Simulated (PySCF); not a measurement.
Ligands exchanged one at a time, B SiH3-SH. Gas-phase values, no solvent. One relaxed conformer stands for each flexible species; it need not be the lowest. Strings in code marks are SMILES.

The T1 excitation (TDA) from two functionals at the same geometries (B3LYP-D3(BJ)/def2-TZVP), both in PySCF: PBE-D3(BJ)/def2-TZVP and TPSSh-D3(BJ)/def2-TZVP. Excitations are Tamm–Dancoff values on a coarser integration grid. The basis has no diffuse functions, so Rydberg states are missing or too high.

```json
[
 {"species": "0 of 3 SiH3 replaced by SH (`[SiH3]B([SiH3])[SiH3]`)", "PBE-D3(BJ)/def2-TZVP (eV)": "2.35"},
 {"species": "1 of 3 SiH3 replaced by SH (`[SiH3]B([SiH3])S` (Si–B–S–H torsion 1°))", "PBE-D3(BJ)/def2-TZVP (eV)": "3.20"},
 {"species": "2 of 3 SiH3 replaced by SH (`[SiH3]B(S)S` (S–B–S–H torsion 180°, S–B–S–H torsion 180°))", "PBE-D3(BJ)/def2-TZVP (eV)": "3.80"},
 {"species": "3 of 3 SiH3 replaced by SH (`SB(S)S`)", "PBE-D3(BJ)/def2-TZVP (eV)": "4.45"}
]
```

### Question
What does TPSSh-D3(BJ)/def2-TZVP give for each?

### Answer

- 0 of 3 SiH3 replaced by SH (`[SiH3]B([SiH3])[SiH3]`): 2.53
- 1 of 3 SiH3 replaced by SH (`[SiH3]B([SiH3])S` (Si–B–S–H torsion 1°)): 3.38
- 2 of 3 SiH3 replaced by SH (`[SiH3]B(S)S` (S–B–S–H torsion 180°, S–B–S–H torsion 180°)): 4.04
- 3 of 3 SiH3 replaced by SH (`SB(S)S`): 4.73
Over these rows, drawn at random from the members with no instability flagged (it was tested for open shells, ions and some series alone), PBE minus TPSSh-D3(BJ): mean -0.22 eV, from -0.28 eV to -0.17 eV.
